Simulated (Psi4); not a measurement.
NO2, doublet, geometry from GFN2-xTB. Base run: B3LYP/cc-pVDZ run with Psi4 1.11.

Geometry (Å):
```xyz
3

N      0.0263    -0.0010     0.2939
O      0.0105     1.1020    -0.1269
O     -0.0335    -1.1012    -0.1303
```
Charge 0, spin multiplicity 2.
Orbitals are unrestricted.
All else is at Psi4's defaults (density fitting).
Base energy -205.09105 Eh.

Variants of this job, named by their change:

```json
[
 {"change": "base", "ΔE vs base (µEh)": "0.0", "SCF cycles": "8", "grid points": "63246", "basis functions": "42"},
 {"change": "basis_guess = true", "ΔE vs base (µEh)": "0.0", "SCF cycles": "7", "grid points": "63246", "basis functions": "42"},
 {"change": "level_shift = 1.0", "ΔE vs base (µEh)": "0.0", "SCF cycles": "8", "grid points": "63246", "basis functions": "42"},
 {"change": "dft_pruning_scheme = treutler", "ΔE vs base (µEh)": "11.0", "SCF cycles": "8", "grid points": "34380", "basis functions": "42"},
 {"change": "e_convergence = 1e-8", "ΔE vs base (µEh)": "0.0", "SCF cycles": "8", "grid points": "63246", "basis functions": "42"},
 {"change": "basis_guess = sto-3g", "ΔE vs base (µEh)": "0.0", "SCF cycles": "8", "grid points": "63246", "basis functions": "42"},
 {"change": "dft_spherical_points = 590", "ΔE vs base (µEh)": "-0.6", "SCF cycles": "8", "grid points": "123516", "basis functions": "42"},
 {"change": "damping_percentage = 20", "ΔE vs base (µEh)": "3.1", "SCF cycles": "14", "grid points": "63246", "basis functions": "42"},
 {"change": "e_convergence = 1e-10", "ΔE vs base (µEh)": "0.0", "SCF cycles": "10", "grid points": "63246", "basis functions": "42"},
 {"change": "scf_type = dfdirj+cosx", "ΔE vs base (µEh)": "-137", "SCF cycles": "9", "grid points": "63246", "basis functions": "42"},
 {"change": "guess = sapgau", "ΔE vs base (µEh)": "0.0", "SCF cycles": "8", "grid points": "63246", "basis functions": "42"},
 {"change": "scf_type = dfdirj+link", "ΔE vs base (µEh)": "-137", "SCF cycles": "8", "grid points": "63246", "basis functions": "42"},
 {"change": "dft_pruning_scheme = robust", "ΔE vs base (µEh)": "0.0", "SCF cycles": "8", "grid points": "43092", "basis functions": "42"}
]
```

Open shells are given as the SCF converged; they aren't shown to be the lowest states, and a large step between rows can be another state.
